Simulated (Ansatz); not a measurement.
Relaxation of ClF3H2Zr (7 atoms, charge 0, multiplicity 1), to a largest force component of 0.03 eV/Å in at most 50 steps.

These are results of RKS PBE-D4/def2-SVP (Ansatz), not measurements.

```xyz
7
Properties=species:S:1:pos:R:3
Zr -0.906 0.052 -0.276
Cl 0.898 2.022 -0.557
F -0.389 -1.531 -1.176
F -1.217 -0.373 1.542
F -2.564 0.589 -1.014
H 2.025 -0.062 0.596
H 2.154 -0.696 0.885
```

Where does it end, and by what steps?

The forces met the threshold. After 9 steps the energy has fallen by 0.618 eV; H7 moved furthest, 0.49 Å.

```tsv
step	energy less start (eV)	largest force component (eV/Å)	accepted
0	0.0000	2.359	yes
1	-0.5411	0.349	yes
2	-0.5887	0.094	yes
3	-0.5997	0.154	yes
4	-0.6052	0.190	yes
5	-0.6090	0.348	yes
6	-0.6131	0.263	yes
7	-0.6166	0.066	yes
8	-0.6171	0.050	yes
9	-0.6181	0.022	yes
```

```xyz
7
Properties=species:S:1:pos:R:3
Zr -0.705 0.119 -0.254
Cl 0.606 2.043 -0.671
F -0.114 -1.419 -1.213
F -0.938 -0.246 1.602
F -2.443 0.499 -0.920
H 1.898 -0.143 0.617
H 1.696 -0.854 0.840
```

Whether the end is a true minimum wasn't checked by a vibrational analysis.

Run time: 22 s on 2 threads of Arm Neoverse V1, on a shared host, peak memory 0.14 GiB.
